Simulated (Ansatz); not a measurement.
Z-matrix (Å, degrees):
```
C
C 1 1.4217
C 2 1.3790 1 121.27
H 3 1.0922 2 120.02 1 -180.00
H 2 1.0945 3 118.16 4 0.00
C 3 1.4162 4 119.91 2 -180.00
C 6 1.3779 3 120.10 4 180.00
H 6 1.0925 7 120.19 3 180.00
H 7 1.0930 6 120.31 8 0.00
C 7 1.4228 9 118.32 6 -180.00
C 10 1.4204 7 121.83 9 0.00
C 11 1.3790 10 120.09 7 180.00
H 11 1.0921 12 120.90 10 -180.00
H 12 1.0926 11 120.08 13 0.00
C 12 1.4118 14 118.96 11 180.00
C 15 1.3837 12 120.48 14 180.00
O 16 1.3565 15 117.84 12 180.00
H 17 0.9646 16 110.07 15 -179.99
H 15 1.0912 16 118.39 17 0.00
```
Charge 0, spin multiplicity 1.

The numbers are results of frozen-core CCSD(T)/cc-pVDZ // B3LYP-D3(BJ)/def2-SVP (Ansatz, a first-principles code), not measurements. The restricted HF reference is unstable towards unrestricted orbitals.

```json
{
 "HF energy": "-458.24415 Ha",
 "MP2 correlation energy": "-1.48319 Ha"
}
```

**Question.** Estimate the CCSD correlation energy, the (T) correction, the total energy and the T1 diagnostic.

**Answer.** 
```
Item                             Value
-----------------------  -------------
CCSD correlation energy    -1.53125 Ha
(T) correction             -0.06928 Ha
CCSD(T) total energy     -459.84468 Ha
T1 diagnostic                    0.011
```
